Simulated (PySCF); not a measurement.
**Electronic structure of Be (beryllium, neutral) at the UHF level**

Configuration: [He] 2p2, high-spin 3P determinant (an excited configuration). All numbers are calculated (PySCF 2.14, the non-relativistic Hamiltonian (point nucleus), in aug-cc-pVTZ with one added diffuse shell each of s, p, d, f type (6s5p4d3f, 62 functions)).

| Item | Value |
| --- | --- |
| Total energy | -14.335985 hartree |
| One-electron energy | -18.6294 hartree |
| Hartree (Coulomb) energy | 6.9293 hartree |
| Exchange energy | -2.6359 hartree |
| Kinetic energy | 14.32425 hartree |
| ⟨S²⟩ | 2.0001 |
| ⟨L²⟩ | 2.000 |
| Sum of ⟨r⟩ | 6.743 bohr |
| Sum of ⟨r²⟩ | 22.19 bohr² |
| Traceless quadrupole moment −½Σ⟨3z² − r²⟩ along its main axis | 4.34 e·bohr² |
| Density at the nucleus (Gaussians lack the cusp) | 33.2 bohr⁻³ |
| Spin density at the nucleus | -0.121 bohr⁻³ |
| Langevin diamagnetic susceptibility | -17.6 ×10⁻⁶ cm³/mol |

```
shell  electrons  mean orbital energy (hartree)  rms radius, mean of both spins (bohr)
 1s α          1                       -4.80528                                  0.484
 1s β          1                       -4.79339                                  0.484
 2p α          2                       -0.22193                                   3.30
```

Spin-orbit constants ζ (cm⁻¹) from the X2C one-electron operator on these orbitals (non-relativistic here): bare nucleus, nucleus screened by l(l+1)(2l+1)/3 electrons, and screened by the Breit-Pauli mean field of the electrons.

```
shell   bare  screened nucleus  mean field
   2p  6.716             3.358       2.199
```

To first order the Landé constant is A = 1.100 cm⁻¹, so the lowest level has J = 0 and lies 0.000273 eV below the centre of the term. This holds in LS coupling only.
